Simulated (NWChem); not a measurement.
Species: C3H9Si cation

```xyz
13

C      1.8306     0.2235    -0.0005
Si    -0.0001     0.0000     0.0004
C     -0.7218    -1.6973     0.0001
C     -1.1088     1.4738     0.0004
H      2.3741    -0.7251    -0.0302
H      2.1388     0.7820     0.8959
H      2.1350     0.8386    -0.8598
H     -0.3786    -2.2498    -0.8871
H     -1.8153    -1.6936     0.0144
H     -0.3542    -2.2622     0.8693
H     -1.7465     1.4610    -0.8962
H     -1.7938     1.4306     0.8595
H     -0.5588     2.4186     0.0293
```
Atoms are numbered in this order, from 1.

The geometry was optimised at B3LYP/6-31G* (spherical d).

List the 6 lowest vertical singlet excitations from B3LYP/6-31G* (spherical d), TDA (NWChem).


```csv
state,energy (eV),oscillator strength,leading excitation (squared amplitude)
S1,5.38,0.000,HOMO → LUMO (0.99)
S2,5.38,0.000,HOMO−1 → LUMO (0.99)
S3,7.11,0.006,HOMO−2 → LUMO (1.00)
S4,7.64,0.091,HOMO−3 → LUMO (0.89)
S5,7.64,0.091,HOMO−4 → LUMO (0.89)
S6,7.84,0.000,HOMO−6 → LUMO (0.84)
```
